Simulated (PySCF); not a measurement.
Si(F)3(SH) (F₃HSSi), SMILES F[Si](F)(F)S.

Geometry: PBE0-D3(BJ)/def2-SVP. The values are those of a single conformer.

Method: TDDFT-CAM-B3LYP/def2-SVPD run with PySCF 2.14.0.

Vertical excitations. The molecule is in vacuum. State labels are in the subgroup Cs.

Q: Estimate the UV-visible absorptions. (The exact figures need the calculation; the answer reports its results.)

A: 
| state | symmetry | energy (eV) | λ (nm) | f | main pairs |
|---|---|---|---|---|---|
| S1 | A" | 6.49 | 191 | 0.004 | HOMO→LUMO+1 68 %, HOMO→LUMO 30 % |
| S2 | A" | 6.93 | 179 | 0.048 | HOMO→LUMO 65 %, HOMO→LUMO+1 28 % |
| S3 | A" | 8.11 | 153 | 0.000 | HOMO→LUMO+5 60 %, HOMO→LUMO+3 35 % |
| S4 | A' | 8.69 | 143 | 0.028 | HOMO→LUMO+6 58 %, HOMO−1→LUMO+1 33 % |
| S5 | A" | 8.75 | 142 | 0.001 | HOMO→LUMO+2 89 % |
| S6 | A' | 8.89 | 139 | 0.060 | HOMO−1→LUMO 80 % |
| S7 | A" | 9.03 | 137 | 0.007 | HOMO→LUMO+3 56 %, HOMO→LUMO+5 31 % |
| S8 | A' | 9.32 | 133 | 0.027 | HOMO→LUMO+4 88 % |
| S9 | A" | 9.69 | 128 | 0.136 | HOMO→LUMO+7 50 %, HOMO→LUMO+8 36 % |
| S10 | A' | 9.93 | 125 | 0.430 | HOMO−1→LUMO+1 52 %, HOMO→LUMO+6 19 %, HOMO−1→LUMO 9 % |
| T1 | A" | 5.99 | 207 | 0 | HOMO→LUMO+1 61 %, HOMO→LUMO 34 % |
| T2 | A" | 6.48 | 191 | 0 | HOMO→LUMO 54 %, HOMO→LUMO+1 32 %, HOMO→LUMO+8 11 % |
| T3 | A' | 7.78 | 159 | 0 | HOMO−1→LUMO+1 61 %, HOMO→LUMO+6 24 % |
| T4 | A" | 7.91 | 157 | 0 | HOMO→LUMO+5 59 %, HOMO→LUMO+3 34 % |
Triplets are in the Tamm–Dancoff approximation, which puts them higher than full response would, so one can lie above its singlet here.
